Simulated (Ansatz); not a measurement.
Job for Ansatz (a quantum-chemistry and plane-wave program): U-wB97X-V/def2-TZVPP on FHOSn (SMILES [OH][Sn][F]), a point of a bond scan (R = 2.163 Å). Elements past Kr take the def2 small-core potentials; no spin–orbit coupling.

Ansatz 0.2 input:
```yaml
crystal:
  periodic: [false, false, false]
  atoms:
    - {symbol: Sn, position_ang: [0.17128322, 0.03284367, 0.32223931]}
    - {symbol: F, position_ang: [-0.27518986, 1.43820283, -1.26047490]}
    - {symbol: O, position_ang: [-0.67402817, -1.51488275, -0.57778587]}
    - {symbol: H, position_ang: [-1.06052282, -1.31710786, -1.44035232]}
basis:
  gaussian:
    orbitals: def2-TZVPP
hamiltonian:
  xc: {name: wB97X-V}
magnetization: {spin_polarized: true, initial_magnetization: 0}
```

The head of its log:

```
WARN ansatz: RAYON_NUM_THREADS=1 ignored (pool sized by the plan → 1); use --threads N
Functional definition: wB97X-V
integrals: 0.06 GiB planned
798 factors; their error is unknown
integrals: 0.09 GiB planned
162 factors; integrals over basis functions are off by at most 1.7e-5 eV
mean field: 0.72 GiB planned
mean field evaluation 1: about -10605.5162 eV, gradient 4.7e1 eV
mean field evaluation 2: about -10595.2854 eV, gradient 7.5e1 eV
```

Give the final energy of this run.

-390.0346 hartree.
